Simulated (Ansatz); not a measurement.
Start from `[NH2][Al]([F])[F]` and change one element to get `NB(F)F`.

Ansatz, PBE0-D4/def2-TZVP geometries, multiplicity 1. Each molecule was computed in one conformer, which needn't be the lowest.

```csv
property,`[NH2][Al]([F])[F]`
size of the dipole moment (PBE/def2-TZVPP) / D,2.53
HOMO energy (PBE0/def2-TZVPP) / eV,-8.04
size of the dipole moment (B3LYP/def2-TZVPP) / D,2.55
HOMO–LUMO gap (PBE0/def2-TZVPP) / eV,7.37
"ideal-gas entropy at 298 K and 1 bar (rigid rotor, harmonic PBE0-D4/def2-TZVP) / J/(mol·K)",299
HOMO energy (PBE/def2-TZVPP) / eV,-6.58
```

Problem. What does the change do to each property? (An estimate is asked.)

Solution. Computed: 
```
                                                                                  property  `NB(F)F`  shift
                                            size of the dipole moment (PBE/def2-TZVPP) / D      2.66   0.13
                                                        HOMO energy (PBE0/def2-TZVPP) / eV     -8.65  -0.61
                                          size of the dipole moment (B3LYP/def2-TZVPP) / D      2.71   0.16
                                                      HOMO–LUMO gap (PBE0/def2-TZVPP) / eV      9.30   1.93
ideal-gas entropy at 298 K and 1 bar (rigid rotor, harmonic PBE0-D4/def2-TZVP) / J/(mol·K)       272    -27
                                                         HOMO energy (PBE/def2-TZVPP) / eV     -7.11  -0.53
```

With PBE0 the HOMO falls by 0.61 eV and the LUMO rises by 1.32 eV, so the gap widens by about 1.93 eV. PBE moves the HOMO by -0.53 eV and ωB97M-V by -0.61 eV. Dipoles are sizes alone; their direction can turn.

B3LYP here is the variant with VWN-RPA as its local correlation; programs differ in this.
